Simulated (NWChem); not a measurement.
System: C₃H₂Cl₂; SMILES C(=CCl)=CCl

Here is an NWChem input.

```
start job
memory heap 200 mb stack 900 mb global 1100 mb
geometry units angstroms noautosym nocenter noautoz
  Cl     2.494012    -0.097767     0.389220
  C      1.212902     0.487108    -0.617699
  C      0.000000     0.000000    -0.603464
  C     -1.212902    -0.487108    -0.617699
  Cl    -2.494012     0.097767     0.389220
  H      1.512421     1.309838    -1.274635
  H     -1.512421    -1.309838    -1.274635
end
basis spherical
  Cl library aug-cc-pvdz
  C library aug-cc-pvdz
  H library aug-cc-pvdz
end
dft
  xc b3lyp
  iterations 150
end
property
  response 1 0.0773
end
task dft property
```

NWChem printed, in part:

```
             Northwest Computational Chemistry Package (NWChem) 7.3.0
             --------------------------------------------------------

                             Geometry "geometry" -> ""
                             -------------------------

 Output coordinates in angstroms (scale by  1.889725989 to convert to a.u.)

  No.       Tag          Charge          X              Y              Z
 ---- ---------------- ---------- -------------- -------------- --------------
    1 Cl                  17.0000     2.49401200    -0.09776700     0.38922000
    2 C                    6.0000     1.21290200     0.48710800    -0.61769900
    3 C                    6.0000     0.00000000     0.00000000    -0.60346400
    4 C                    6.0000    -1.21290200    -0.48710800    -0.61769900
    5 Cl                  17.0000    -2.49401200     0.09776700     0.38922000
    6 H                    1.0000     1.51242100     1.30983800    -1.27463500
    7 H                    1.0000    -1.51242100    -1.30983800    -1.27463500

 Effective nuclear repulsion energy (a.u.)     219.9481519004

                              NWChem Property Module
                              ----------------------

                                 NWChem DFT Module
                                 -----------------

 Summary of "ao basis" -> "ao basis" (spherical)
 ------------------------------------------------------------------------------
       Tag                 Description            Shells   Functions and Types
 ---------------- ------------------------------  ------  ---------------------
 Cl                       aug-cc-pvdz               11       27   5s4p2d
 C                        aug-cc-pvdz                9       23   4s3p2d
 H                        aug-cc-pvdz                5        9   3s2p

            General Information
            -------------------
          SCF calculation type: DFT
          Wavefunction type:  closed shell.
          No. of atoms     :     7
          No. of electrons :    54
           Alpha electrons :    27
            Beta electrons :    27
          Charge           :     0
          Spin multiplicity:     1
          Use of symmetry is: off; symmetry adaption is: off
          Maximum number of iterations: 150
          AO basis - number of functions:   141
                     number of shells:    59
          Convergence on energy requested:  1.00D-06
          Convergence on density requested:  1.00D-05
          Convergence on gradient requested:  5.00D-04

              XC Information
              --------------
                         B3LYP Method XC Potential
                     Hartree-Fock (Exact) Exchange  0.200
                        Slater Exchange Functional  0.800 local
                    Becke 1988 Exchange Functional  0.720 non-local
              Lee-Yang-Parr Correlation Functional  0.810
                  VWN I RPA Correlation Functional  0.190 local

             Grid Information
             ----------------
          Grid used for XC integration:  medium
          Radial quadrature: Mura-Knowles
          Angular quadrature: Lebedev.
          Tag              B.-S. Rad. Rad. Pts. Rad. Cut. Ang. Pts.
          ---              ---------- --------- --------- ---------
          Cl                  1.00       88          16.0       590
          C                   0.70       49          14.0       434
          H                   0.35       45          15.0       434
          Grid pruning is: on
          Number of quadrature shells:   413
          Spatial weights used:  Erf1

      Superposition of Atomic Density Guess
      -------------------------------------

 Sum of atomic energies:       -1032.95194760

      Non-variational initial energy
      ------------------------------

 Total energy =   -1035.101652
 1-e energy   =   -1859.654258
 2-e energy   =     604.604454
 HOMO         =      -0.289674
 LUMO         =      -0.013140

   convergence    iter        energy       DeltaE   RMS-Dens  Diis-err
 ---------------- ----- ----------------- --------- --------- ---------
 d= 0,ls=0.0,diis     1  -1035.8285477134 -1.26D+03  1.92D-02  6.79D-01
 d= 0,ls=0.0,diis     2  -1035.8082750036  2.03D-02  7.86D-03  7.50D-01
 d= 0,ls=0.0,diis     3  -1035.8956582026 -8.74D-02  2.05D-03  6.41D-02
 d= 0,ls=0.0,diis     4  -1035.9026374568 -6.98D-03  7.68D-04  7.63D-03
 d= 0,ls=0.0,diis     5  -1035.9036521743 -1.01D-03  1.51D-04  5.28D-04
  Resetting Diis
 d= 0,ls=0.0,diis     6  -1035.9037272164 -7.50D-05  3.47D-05  1.17D-05
 d= 0,ls=0.0,diis     7  -1035.9037287784 -1.56D-06  9.81D-06  5.14D-07
 d= 0,ls=0.0,diis     8  -1035.9037287699  8.53D-09  5.25D-06  5.99D-07

         Total DFT energy =    -1035.903728769916
      One electron energy =    -1862.203357620399
           Coulomb energy =      679.823660105410
    Exchange-Corr. energy =      -73.472183155362
 Nuclear repulsion energy =      219.948151900434

 Numeric. integr. density =       53.999999353379

                       DFT Final Molecular Orbital Analysis
                       ------------------------------------

 Vector   25  Occ=2.000000D+00  E=-3.292295D-01
              MO Center=  7.1D-07, -6.6D-09,  2.6D-01, r^2= 7.2D+00
   Bfn.  Coefficient  Atom+Function         Bfn.  Coefficient  Atom+Function
  ----- ------------  ---------------      ----- ------------  ---------------
    10      0.286512  1 Cl py               106      0.286512  5 Cl py
     9      0.257159  1 Cl px               105      0.257158  5 Cl px
    13      0.204954  1 Cl py               109      0.204954  5 Cl py
    12      0.201598  1 Cl px               108      0.201598  5 Cl px
    11     -0.189692  1 Cl pz               107      0.189692  5 Cl pz

 Vector   26  Occ=2.000000D+00  E=-2.808305D-01
              MO Center= -2.6D-06, -1.6D-07, -2.4D-01, r^2= 4.5D+00
   Bfn.  Coefficient  Atom+Function         Bfn.  Coefficient  Atom+Function
  ----- ------------  ---------------      ----- ------------  ---------------
    57      0.364764  3 C  pz                60      0.223596  3 C  pz
    10     -0.190883  1 Cl py               106      0.190884  5 Cl py
     9      0.172737  1 Cl px                33      0.172184  2 C  py
    79     -0.172185  4 C  py               105     -0.172736  5 Cl px
    11     -0.151015  1 Cl pz               107     -0.151016  5 Cl pz

 Vector   27  Occ=2.000000D+00  E=-2.804161D-01
              MO Center=  2.7D-06,  1.5D-07, -2.2D-01, r^2= 4.5D+00
   Bfn.  Coefficient  Atom+Function         Bfn.  Coefficient  Atom+Function
  ----- ------------  ---------------      ----- ------------  ---------------
    56      0.341427  3 C  py                11     -0.241860  1 Cl pz
   107      0.241860  5 Cl pz                59      0.200543  3 C  py
    14     -0.182209  1 Cl pz               110      0.182208  5 Cl pz
    34      0.178581  2 C  pz                80     -0.178581  4 C  pz
    10     -0.173704  1 Cl py               106     -0.173703  5 Cl py

 Vector   28  Occ=0.000000D+00  E=-5.013860D-02
              MO Center= -3.3D-08,  3.7D-09, -3.7D-01, r^2= 5.4D+00
   Bfn.  Coefficient  Atom+Function         Bfn.  Coefficient  Atom+Function
  ----- ------------  ---------------      ----- ------------  ---------------
    63      0.451995  3 C  pz                57      0.342946  3 C  pz
    60      0.283022  3 C  pz                40     -0.252416  2 C  pz
    86     -0.252416  4 C  pz                33     -0.249420  2 C  py
    79      0.249420  4 C  py                36     -0.189432  2 C  py
    82      0.189432  4 C  py                14      0.182247  1 Cl pz

 Vector   29  Occ=0.000000D+00  E=-4.937412D-02
              MO Center=  1.0D-08, -5.2D-09, -3.1D-01, r^2= 5.3D+00
   Bfn.  Coefficient  Atom+Function         Bfn.  Coefficient  Atom+Function
  ----- ------------  ---------------      ----- ------------  ---------------
    31      0.572609  2 C  s                 77     -0.572609  4 C  s
    62     -0.491818  3 C  py                56     -0.333889  3 C  py
    34      0.291433  2 C  pz                80     -0.291433  4 C  pz
    59     -0.244235  3 C  py                40      0.227344  2 C  pz
    86     -0.227344  4 C  pz                37      0.221721  2 C  pz

 Vector   30  Occ=0.000000D+00  E=-1.384417D-02
              MO Center= -2.8D-07, -2.5D-07, -1.6D+00, r^2= 1.3D+01
   Bfn.  Coefficient  Atom+Function         Bfn.  Coefficient  Atom+Function
  ----- ------------  ---------------      ----- ------------  ---------------
   126      1.292009  6 H  s                135      1.292010  7 H  s
    54     -0.894255  3 C  s                 31     -0.493597  2 C  s
    77     -0.493595  4 C  s                125      0.494672  6 H  s
   134      0.494672  7 H  s                 39     -0.417326  2 C  py
    85      0.417327  4 C  py                40      0.370061  2 C  pz

     Multipole analysis of the density
     ---------------------------------

     L   x y z        total         alpha         beta         nuclear
     -   - - -        -----         -----         ----         -------
     0   0 0 0     -0.000000    -27.000000    -27.000000     54.000000

[...]

 DFT Linear Response polarizability / au
 Frequency  =       0.0773000 / au
 Wavelength =     589.4353558 / nm
              X              Y              Z
 -----------------------------------------------
 X     122.9853779      7.2937658     -0.0000004
 Y       7.2937851     51.2827892     -0.0000004
 Z      -0.0000004     -0.0000004     53.1822532
 -----------------------------------------------
 Eigenvalues =     123.7197956     50.5483715     53.1822532
 Isotropic   =      75.8168068
 Anisotropic =      71.8906793
 -----------------------------------------------

 Magnetic Dipole Response Matrix (nonzero elements):
```

Level: B3LYP/aug-cc-pVDZ. Structure relaxed at the PBE0/def2-SVP level.
